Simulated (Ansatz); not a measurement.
Gas-phase electronic energies from Ansatz, PBE0-D4/def2-TZVP geometries. CCSD(T)/CBS is the MP2 limit (def2-TZVPP, def2-QZVPP) plus CCSD(T) − MP2 in def2-TZVPP, frozen cores. Elements past krypton have def2 core potentials. For In outer-core shells are correlated without core-valence functions, which leaves a few kJ/mol of doubt a bond. One conformer a species, not always the lowest.

Consider the cleavage of the B–Si bond: `B[SiH2][CH2][InH2]` + `C1N[SiH2]1` → `BN1C[SiH2]1` + `[SiH3][CH2][InH2]`.

```
             species  CCSD(T)/CBS(def2) energy (Eh)
`B[SiH2][CH2][InH2]`                     -546.48728
        `C1N[SiH2]1`                     -384.79623
       `BN1C[SiH2]1`                     -410.22230
 `[SiH3][CH2][InH2]`                     -521.12346
```

Problem. Work out ΔE.

Solution. ΔE = (-410.22230) + (-521.12346) − (-546.48728) − (-384.79623) = -0.06225 Eh = -1.69 eV.

Largest T1 diagnostic among the species: 0.014.

In def2-TZVPP, CCSD(T) changes the Hartree–Fock value by +0.15 eV (the triples alone add +0.01 eV) and MP2 by +0.06 eV.
